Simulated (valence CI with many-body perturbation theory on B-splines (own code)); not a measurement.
# Pr⁵³⁺: electric-dipole lines

Calculated by configuration interaction combined with many-body perturbation theory (CI+MBPT): four valence electrons over a frozen Dirac-Fock core [He], a basis of 11 s, 11 p, 9 d, 7 f, 5 g, 2 h, 1 i functions for each j, with the one-electron correlation potential Σ1, the two-electron term Σ2, the three-electron term Σ3, Breit, model QED; selected CI, second order for the rest (own B-spline code, finite nucleus).

No measured spectrum was set against this ion. As an estimate, large intervals hold to a few tenths of a per cent, small ones and those within an open d or f shell to about a per cent. Among the levels kept, up to 270 cm⁻¹ of a level comes from second order outside the variational space, and about a tenth of that is noise between levels of different J, which matters for small intervals.

Lines 51 to 100 of 269 in falling wavelength, among levels below 7252.5 eV, chosen from the strongest by gf and those to the six lowest levels. Wavelengths and rates use the calculated energies. Electric multipoles are in the length gauge, E1 and E2 with the static RPA response of the core. Weak lines are less certain than strong ones. Lines between different terms over intervals too small for the method are left out, as are lines whose strength nearly cancels. The highest levels of a list are the least certain.

Levels are named by their leading jj configuration (3d3/2^4 stands for four electrons in 3d with j = 3/2), which in mixed levels can hold well under half, so a name can repeat and another be missing. Letters in brackets count levels of one name in rising energy.

| λ vac (nm) | Upper | Lower | A (s⁻¹) | S (a.u.) with core polarisation | S without |
| --- | --- | --- | --- | --- | --- |
| 5.268 | (2s 2p1/2 2p3/2 3p3/2) J=1 [c] | (2s 2p1/2 2p3/2 3s) J=1 [b] | 1.06e+11 | 2.28e-02 | 2.29e-02 |
| 5.223 | (2s 2p1/2 2p3/2 3p3/2) J=2 [a] | (2s 2p1/2 2p3/2 3s) J=2 [a] | 9.37e+10 | 3.29e-02 | 3.29e-02 |
| 5.155 | (2s^2 2p3/2 3p3/2) J=2 | (2s^2 2p3/2 3s) J=1 | 9.64e+10 | 3.26e-02 | 3.26e-02 |
| 5.119 | (2s 2p1/2 2p3/2 3p3/2) J=3 [b] | (2s 2p1/2 2p3/2 3s) J=3 | 1.27e+11 | 5.90e-02 | 5.90e-02 |
| 5.016 | (2s^2 2p3/2 3p3/2) J=2 | (2s^2 2p3/2 3s) J=2 | 1.06e+11 | 3.29e-02 | 3.30e-02 |
| 4.798 | (2s 2p1/2 2p3/2^2) J=1 [a] | (2s^2 2p3/2^2) J=2 | 1.49e+10 | 2.43e-03 | 2.44e-03 |
| 4.725 | (2s 2p1/2^2 2p3/2) J=1 | (2s^2 2p1/2 2p3/2) J=2 | 3.00e+10 | 4.69e-03 | 4.70e-03 |
| 4.708 | (2p1/2^2 2p3/2 3p1/2) J=2 | (2s 2p1/2 2p3/2 3p1/2) J=3 | 7.47e+10 | 1.92e-02 | 1.93e-02 |
| 4.615 | (2s 2p1/2 2p3/2^2) J=2 [b] | (2s^2 2p3/2^2) J=2 | 1.57e+10 | 3.81e-03 | 3.82e-03 |
| 4.559 | (2s 2p1/2 2p3/2^2) J=1 [b] | (2s^2 2p3/2^2) J=2 | 2.86e+09 | 4.02e-04 | 4.03e-04 |
| 4.443 | (2s 2p1/2^2 2p3/2) J=1 | (2s^2 2p1/2 2p3/2) J=1 | 6.68e+09 | 8.67e-04 | 8.69e-04 |
| 1.795 | (2s 2p1/2 2p3/2^2) J=2 [a] | (2s^2 2p1/2 2p3/2) J=1 | 3.56e+11 | 5.08e-03 | 5.09e-03 |
| 1.741 | (2s 2p1/2 2p3/2^2) J=3 | (2s^2 2p1/2 2p3/2) J=2 | 3.35e+11 | 6.11e-03 | 6.12e-03 |
| 1.678 | (2s 2p3/2^3) J=2 | (2s^2 2p3/2^2) J=2 | 1.26e+12 | 1.47e-02 | 1.47e-02 |
| 1.666 | (2s 2p1/2 2p3/2 3d5/2) J=3 [c] | (2s^2 2p1/2 3d5/2) J=2 | 1.33e+12 | 2.12e-02 | 2.13e-02 |
| 1.665 | (2s 2p1/2 2p3/2 3d3/2) J=2 [c] | (2s^2 2p1/2 3d3/2) J=2 | 9.13e+11 | 1.04e-02 | 1.04e-02 |
| 1.663 | (2s 2p1/2 2p3/2 3d5/2) J=4 [c] | (2s^2 2p1/2 3d5/2) J=3 | 1.22e+12 | 2.50e-02 | 2.50e-02 |
| 1.663 | (2p1/2^2 2p3/2^2) J=2 | (2s 2p1/2^2 2p3/2) J=1 | 1.03e+12 | 1.17e-02 | 1.17e-02 |
| 1.662 | (2p1/2 2p3/2^3) J=1 | (2s 2p1/2 2p3/2^2) J=1 [a] | 1.40e+12 | 9.54e-03 | 9.56e-03 |
| 1.658 | (2s 2p1/2 2p3/2 3p3/2) J=3 [c] | (2s^2 2p1/2 3p3/2) J=2 | 1.34e+12 | 2.12e-02 | 2.12e-02 |
| 1.655 | (2s 2p1/2 2p3/2 3p3/2) J=2 [c] | (2s^2 2p1/2 3p3/2) J=1 | 6.59e+11 | 7.37e-03 | 7.38e-03 |
| 1.653 | (2s 2p1/2 2p3/2 3p1/2) J=1 [b] | (2s^2 2p1/2 3p1/2) J=1 | 1.25e+12 | 8.33e-03 | 8.35e-03 |
| 1.649 | (2s 2p1/2 2p3/2 3d3/2) J=3 [c] | (2s^2 2p1/2 3d3/2) J=2 | 6.56e+11 | 1.02e-02 | 1.02e-02 |
| 1.647 | (2p3/2^4) J=0 | (2s 2p3/2^3) J=1 | 4.99e+12 | 1.10e-02 | 1.10e-02 |
| 1.647 | (2p1/2 2p3/2^3) J=2 | (2s 2p1/2 2p3/2^2) J=2 [b] | 2.16e+12 | 2.39e-02 | 2.39e-02 |
| 1.644 | (2s 2p1/2 2p3/2 3p3/2) J=2 [c] | (2s^2 2p1/2 3p3/2) J=2 | 8.53e+11 | 9.35e-03 | 9.37e-03 |
| 1.643 | (2s 2p1/2 2p3/2 3s) J=2 [c] | (2s^2 2p1/2 3s) J=1 | 8.43e+11 | 9.23e-03 | 9.24e-03 |
| 1.641 | (2s 2p1/2 2p3/2 3d3/2) J=2 [d] | (2s^2 2p1/2 3d3/2) J=1 | 1.25e+12 | 1.37e-02 | 1.37e-02 |
| 1.639 | (2s 2p1/2 2p3/2 3p1/2) J=1 [c] | (2s^2 2p1/2 3p1/2) J=0 | 1.54e+12 | 1.00e-02 | 1.01e-02 |
| 1.639 | (2s 2p1/2 2p3/2 3d5/2) J=3 [b] | (2s^2 2p1/2 3d3/2) J=2 | 5.73e+11 | 8.72e-03 | 8.74e-03 |
| 1.636 | (2s 2p1/2 2p3/2 3p3/2) J=2 [d] | (2s^2 2p1/2 3p3/2) J=1 | 6.01e+11 | 6.50e-03 | 6.51e-03 |
| 1.633 | (2s 2p1/2 2p3/2 3p1/2) J=2 [c] | (2s^2 2p1/2 3p1/2) J=1 | 1.06e+12 | 1.13e-02 | 1.14e-02 |
| 1.633 | (2s 2p1/2 2p3/2 3s) J=1 [b] | (2s^2 2p1/2 3s) J=0 | 1.44e+12 | 9.31e-03 | 9.32e-03 |
| 1.633 | (2s 2p1/2 2p3/2 3d3/2) J=1 [d] | (2s^2 2p1/2 3d3/2) J=1 | 1.03e+12 | 6.64e-03 | 6.66e-03 |
| 1.629 | (2s 2p1/2 2p3/2 3s) J=1 [c] | (2s^2 2p1/2 3s) J=1 | 1.30e+12 | 8.31e-03 | 8.32e-03 |
| 1.628 | (2s 2p1/2 2p3/2 3d3/2) J=1 [c] | (2s^2 2p1/2 3d3/2) J=2 | 1.64e+12 | 1.05e-02 | 1.05e-02 |
| 1.625 | (2s 2p1/2 2p3/2 3p3/2) J=2 [d] | (2s^2 2p1/2 3p3/2) J=2 | 7.08e+11 | 7.50e-03 | 7.51e-03 |
| 1.615 | (2p1/2^2 2p3/2 3p1/2) J=2 | (2s 2p1/2^2 3p1/2) J=1 | 9.83e+11 | 1.02e-02 | 1.02e-02 |
| 1.613 | (2s 2p1/2 2p3/2 3d5/2) J=2 [b] | (2s^2 2p1/2 3d3/2) J=2 | 6.24e+11 | 6.47e-03 | 6.48e-03 |
| 1.608 | (2p1/2^2 2p3/2 3s) J=2 | (2s 2p1/2^2 3s) J=1 | 9.22e+11 | 9.46e-03 | 9.48e-03 |
| 1.607 | (2s 2p1/2 2p3/2^2) J=0 | (2s^2 2p1/2 2p3/2) J=1 | 1.35e+12 | 2.76e-03 | 2.76e-03 |
| 1.607 | (2s 2p1/2 2p3/2^2) J=1 [a] | (2s^2 2p1/2 2p3/2) J=2 | 1.16e+11 | 7.13e-04 | 7.14e-04 |
| 1.594 | (2s 2p1/2^2 2p3/2) J=1 | (2s^2 2p1/2^2) J=0 | 1.63e+12 | 9.80e-03 | 9.82e-03 |
| 1.586 | (2s 2p1/2 2p3/2^2) J=2 [b] | (2s^2 2p1/2 2p3/2) J=2 | 2.36e+12 | 2.33e-02 | 2.33e-02 |
| 1.579 | (2s 2p1/2 2p3/2^2) J=1 [b] | (2s^2 2p1/2 2p3/2) J=2 | 1.74e+12 | 1.01e-02 | 1.02e-02 |
| 1.573 | (2s 2p1/2 2p3/2^2) J=1 [a] | (2s^2 2p1/2 2p3/2) J=1 | 2.42e+12 | 1.39e-02 | 1.40e-02 |
| 1.560 | (2p1/2^2 2p3/2^2) J=0 | (2s 2p1/2^2 2p3/2) J=1 | 2.72e+12 | 5.10e-03 | 5.11e-03 |
| 1.553 | (2s 2p1/2 2p3/2^2) J=2 [b] | (2s^2 2p1/2 2p3/2) J=1 | 1.56e+11 | 1.44e-03 | 1.44e-03 |
| 1.544 | (2s 2p3/2^3) J=1 | (2s^2 2p3/2^2) J=2 | 2.53e+12 | 1.38e-02 | 1.38e-02 |
| 1.525 | (2p1/2^2 2p3/2^2) J=2 | (2s 2p1/2^2 2p3/2) J=2 | 1.23e+12 | 1.08e-02 | 1.08e-02 |
